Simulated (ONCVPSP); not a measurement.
## What one change does to a pseudopotential (antimony, ONCV)

* Element: antimony (Sb)
* Generator: ONCVPSP 4.0.1
* Type: optimised norm-conserving Vanderbilt (ONCV)
* Functional: LDA (Perdew-Zunger)
* Relativity: fully relativistic
* Frozen core: [Kr]
* Valence charge: 15
* Reference configuration: 4d10 5s2 5p3
* Partial waves: 5s: rc 1.50 bohr, ncon 3, nbas 7, qcut 3.4 1/bohr, local; 5p: rc 2.45 bohr, ncon 5, nbas 8, qcut 3.8 1/bohr, 2 projectors, debl 1.9 Ha; 4d: rc 1.50 bohr, ncon 4, nbas 9, qcut 8.2 1/bohr, 2 projectors, debl 2.5 Ha
* Local potential: the s channel
* Core correction: Teter function, fcfact 3.25, rcfact 1.4

Open shells are filled in proportion to 2j + 1.

Change: s: qcut 4.3; p: qcut 4.8; d: qcut 10.3.

Cutoffs: the cutoffs (Ha) at which the residual kinetic energy of the hardest occupied pseudo-wave falls to 1 and 0.1 mHa per electron; they do not see the model core or the augmentation charge, which bear on the density cutoff. Errors are all-electron minus pseudo energies relative to the spin-unpolarised reference configuration.

Q: Predict the effect on cutoff, ghosts and configuration errors.

A: The potential gets softer (56 Ha and 93 Ha → 55 Ha and 74 Ha); of the 4 tests that both files solve, the error grows in 1 and shrinks in 0 by more than 15 % and 0.3 meV (median size 14.6 → 15.4 meV); neither file shows a bound ghost.

| quantity | base | changed |
| --- | --- | --- |
| cutoff, loose | 56 Ha | 55 Ha |
| cutoff, tight | 93 Ha | 74 Ha |
| loose cutoff by channel | s 56 Ha, p 6.6 Ha, d 32 Ha | s 55 Ha, p 7.7 Ha, d 40 Ha |
| bound ghosts | none | none |
| GHOST(+) flags under 300 eV | none | none |
| error for 4d10 5s2 5p2, meV [ΔE 8.54 eV] | +0.8 | +0.8 |
| error for 4d10 5s2 5p1, meV [ΔE 24.81 eV] | +5.9 | +6.1 |
| error for 4d10 5s2 5p0, meV [ΔE 49.62 eV] | +23 | +25 |
| error for 4d9 5s2 5p3, meV [ΔE 40.77 eV] | -132 | -195 |
| s: phases at 1.52 bohr within 0.05 rad from the reference energy up to (Ha; the scan ends near 5) | 0.4 | 0.4 |
| p3/2: phases at 2.48 bohr within 0.05 rad from the reference energy up to (Ha; the scan ends near 5) | 2.7 | 2.7 |
| p1/2: phases at 2.48 bohr within 0.05 rad from the reference energy up to (Ha; the scan ends near 5) | to the end of the scan | to the end of the scan |
| d5/2: phases at 1.52 bohr within 0.05 rad from the reference energy up to (Ha; the scan ends near 5) | to the end of the scan | to the end of the scan |
| d3/2: phases at 1.52 bohr within 0.05 rad from the reference energy up to (Ha; the scan ends near 5) | to the end of the scan | to the end of the scan |
| rms error of d²Exc/dni dnj with the model core, mHa | 4.59 | 4.54 |
